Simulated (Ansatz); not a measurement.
C₂H₂N₂Si⁻, that is Si(CN)2H2 with one electron more. The state is a doublet with charge -1. Geometry r2SCAN-D4/def2-SVP, that of the neutral singlet; atoms count from 1.

```xyz
7

Si    0.430   -0.391   -0.073
C    -1.257   -0.464   -0.827
N    -2.315   -0.524   -1.310
C     0.506    1.145    0.956
N     0.570    2.109    1.606
H     1.442   -0.303   -1.152
H     0.623   -1.572    0.802
```

The highest occupied level of the charge -1 doublet lies above zero (up to 1.87 eV). Energy differences disagree on whether the electron is bound (positive means bound): -0.05 eV (vertical, against the charge 0 singlet, at PBE0-D4/def2-TZVPD), but 0.05 eV at r2SCAN-D4/def2-TZVPD.

Question: Estimate the Mulliken populations from the PBE0/def2-TZVPD orbitals of Ansatz.

Answer: 
```csv
atom,charge (e),spin (α − β)
Si1,-0.17,0.43
C2,0.02,0.06
N3,-0.41,0.21
C4,0.02,0.06
N5,-0.41,0.21
H6,-0.01,-0.04
H7,-0.04,0.07
```
Mulliken values depend strongly on the basis. With diffuse functions, as here, like atoms can get unlike values, and bond orders can come out too low or too high.

Question: Where does the spin sit?

Answer: Summed by element: Si 0.43, C 0.13, N 0.41, H 0.03, of 1 unpaired in all. Largest on single atoms: Si1 0.43, N3 0.21, N5 0.21.

Question: And the Mayer bond orders between heavy atoms (over 0.3)?

Answer: Si1–C2 1.16 (1.85 Å); Si1–C4 1.16 (1.85 Å); C2–N3 2.18 (1.16 Å); C4–N5 2.18 (1.16 Å).
